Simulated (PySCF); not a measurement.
The dipole of `CN(C)[Si@@H]([SiH3])O[SiH3]` from its density and from atomic charges.

Coordinates (PBE0-D3(BJ)/def2-SVP, Å) and charges (e) from the PBE0/pcSseg-1 density (PySCF):

| atom | x | y | z | Mulliken | IAO | Hirshfeld | ESP-fitted |
| --- | --- | --- | --- | --- | --- | --- | --- |
| C1 | -2.064 | 1.228 | -0.079 | -0.0763 | -0.2904 | -0.0645 | -0.3756 |
| N2 | -1.114 | 0.165 | 0.143 | -0.8074 | -0.4971 | -0.1704 | -0.1491 |
| C3 | -1.392 | -1.035 | -0.607 | -0.0848 | -0.2870 | -0.0651 | -0.3245 |
| Si4 | 0.361 | 0.431 | 1.003 | +0.8623 | +0.9373 | +0.3530 | +0.4304 |
| Si5 | 1.184 | -1.600 | 1.840 | +0.0853 | +0.2178 | +0.1988 | +0.0994 |
| O6 | 1.591 | 1.079 | 0.063 | -0.7619 | -0.8764 | -0.3188 | -0.4363 |
| Si7 | 2.036 | 1.017 | -1.534 | +0.7117 | +0.8407 | +0.3756 | +0.5557 |
| H8 | -3.092 | 0.901 | 0.169 | +0.1100 | +0.1297 | +0.0380 | +0.1247 |
| H9 | -2.072 | 1.572 | -1.132 | +0.1085 | +0.1232 | +0.0342 | +0.1390 |
| H10 | -1.830 | 2.097 | 0.554 | +0.1227 | +0.1447 | +0.0477 | +0.1504 |
| H11 | -2.390 | -1.442 | -0.356 | +0.1139 | +0.1308 | +0.0386 | +0.1262 |
| H12 | -0.653 | -1.821 | -0.388 | +0.1383 | +0.1381 | +0.0415 | +0.1239 |
| H13 | -1.373 | -0.862 | -1.701 | +0.1082 | +0.1232 | +0.0343 | +0.1190 |
| H14 | 0.081 | 1.448 | 2.055 | -0.1111 | -0.1345 | -0.0804 | -0.0870 |
| H15 | 2.327 | -1.342 | 2.770 | -0.0495 | -0.0853 | -0.0709 | -0.0407 |
| H16 | 0.127 | -2.360 | 2.578 | -0.0552 | -0.0955 | -0.0753 | -0.0637 |
| H17 | 1.686 | -2.459 | 0.720 | -0.0633 | -0.0942 | -0.0736 | -0.0456 |
| H18 | 3.412 | 1.575 | -1.664 | -0.1101 | -0.1280 | -0.0760 | -0.1101 |
| H19 | 2.027 | -0.394 | -2.032 | -0.1249 | -0.1503 | -0.0843 | -0.1224 |
| H20 | 1.098 | 1.819 | -2.377 | -0.1166 | -0.1469 | -0.0827 | -0.1140 |

Q: Form Σ q r in debye for every column and set it beside the full dipole.

A: The full density gives (-1.56, -0.16, -0.90) D, 1.81 D in size; dipole vectors point from the negative to the positive end.

```
    scheme     μx     μy     μz  size (D)  share of the full size (%)  angle to the full dipole (°)
  Mulliken  -2.26  -0.62  -1.58      2.83                         156                             9
       IAO  -1.49  -0.68  -0.88      1.86                         103                            16
 Hirshfeld  -1.12  -0.19  -0.31      1.18                          65                            15
ESP-fitted  -1.57  -0.16  -0.93      1.83                         101                             1
```

Q: Which set comes closest?

A: Length of the difference vector: ESP-fitted 0.03 D, IAO 0.52 D, Hirshfeld 0.74 D, Mulliken 1.08 D. Closest: ESP-fitted. ESP charges are fitted to the potential around the molecule, whose slowest-falling term is the dipole's. 

Q: What is left for the Hirshfeld atoms' own dipoles?

A: The Hirshfeld atoms' densities add up to the full density, so μ = Σ q r + Σ (atomic dipoles). The atomic dipoles sum to (-1.56, -0.16, -0.90) − (-1.12, -0.19, -0.31) = (-0.44, 0.03, -0.59) D, 0.74 D in size.

Q: With the origin at the mean of the coordinates, (-0.002, 0.001, 0.001) Å, which are the largest single terms, by size, of the Mulliken dipole along the direction of the full one?

A: O6 +5.49, Si7 -3.70, Si4 -3.52, N2 -3.39, H8 +1.32 D; all 20 atoms together +2.79 D. The single terms depend on the origin, their sum doesn't.

Q: Give the size of the full dipole in other units.

A: 1.81 D = 0.712 au = 0.377 e·Å = 6.03 × 10⁻³⁰ C·m.

The structure is a single PBE0-D3(BJ)/def2-SVP conformer in the gas phase; no vibrational or solvent corrections.

The values belong to the conformer `[CH3:1][N:2]([CH3:3])[Si@@H:4]([SiH3:5])[O:6][SiH3:7]`: C1–N2–Si4–Si5 158°, N2–Si4–O6–Si7 -30°.
